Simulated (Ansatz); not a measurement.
## One arrangement of a pair

The pair of C2H4 (SMILES C=C, atoms 1–6) and SbH3 (SMILES [SbH3], atoms 7–10), both closed shells, in one local arrangement (a lower one may exist), relaxed at PBE0-D4/def2-TZVP:

```
10
angstrom
C -0.4879 0.2075 -1.6390
C 0.6383 -0.4530 -1.4182
H -1.4458 -0.2994 -1.6870
H -0.4993 1.2823 -1.7851
H 1.5960 0.0542 -1.3711
H 0.6492 -1.5278 -1.2728
Sb -0.6679 0.5111 1.9755
H -0.4252 0.4431 3.6704
H 0.9640 0.9339 1.7127
H -0.3214 -1.1518 1.8146
```

Computed with Ansatz 0.2.0 (basis: def2-TZVPPD, with def2-QZVPPD for the basis limit); correlated methods freeze the cores. Filled d shells of the heavier atoms are correlated. Core potentials replace the inner electrons of the atoms past krypton. The def2 sets are not built for correlating such inner shells, so the correlated values are less sure here. B3LYP uses VWN-RPA correlation. Extrapolation: Hartree–Fock as exp(−7.88 √X), correlation as X^−2.97. Interaction energies count from these two fragments, frozen as in the pair, with the counterpoise correction; negative means bound.

Q: What is the interaction energy by CCSD(T) at an estimated basis limit (MP2 extrapolated from triple and quadruple zeta, plus CCSD(T) − MP2 in triple zeta)? (An estimate is asked for; the value comes from the calculation.)

A: The calculation gives: -1.77 kcal/mol. Hartree–Fock alone gives 0.84 kcal/mol at the basis limit, so without correlation the pair would not bind at this distance. It counts from the two fragments frozen as in the pair.

The same quantity by other methods in triple zeta, and each one's difference from that estimate:
```csv
method,E_int (kcal/mol),difference
PBE-D4,-2.29,-0.52
revPBE-D4,-2.30,-0.53
BLYP-D4,-2.10,-0.33
r2SCAN-D4,-1.80,-0.03
B97M-V,-1.94,-0.17
PBE0-D4,-2.20,-0.42
B3LYP-D4,-2.14,-0.37
HSE06-D4,-2.17,-0.40
wB97X-V,-1.83,-0.05
wB97M-V,-1.91,-0.14
B2PLYP,-0.48,1.29
HF,0.85,2.62
MP2,-1.88,-0.10
CCSD,-1.01,0.76
CCSD(T),-1.39,0.38
```
Differences are method less estimate.

Basis-set superposition shift (counterpoise-corrected less uncorrected): CCSD(T) 0.85; MP2 0.86; HF 0.06; PBE0-D4 0.06; wB97M-V 0.09 kcal/mol.

The T1 diagnostic stays at or below 0.015.

For scale, one of the runs: CCSD(T)/def2-TZVPPD, 249 basis functions, launched by `ansatz run in.yaml --threads 4 --pin off --events-out ev --progress --plain --max-ram 9574MiB`. Time: 2.4 min of wall clock on 4 CPU threads of an Arm Neoverse V2; the host was shared. Peak host memory: 5.7 GiB.
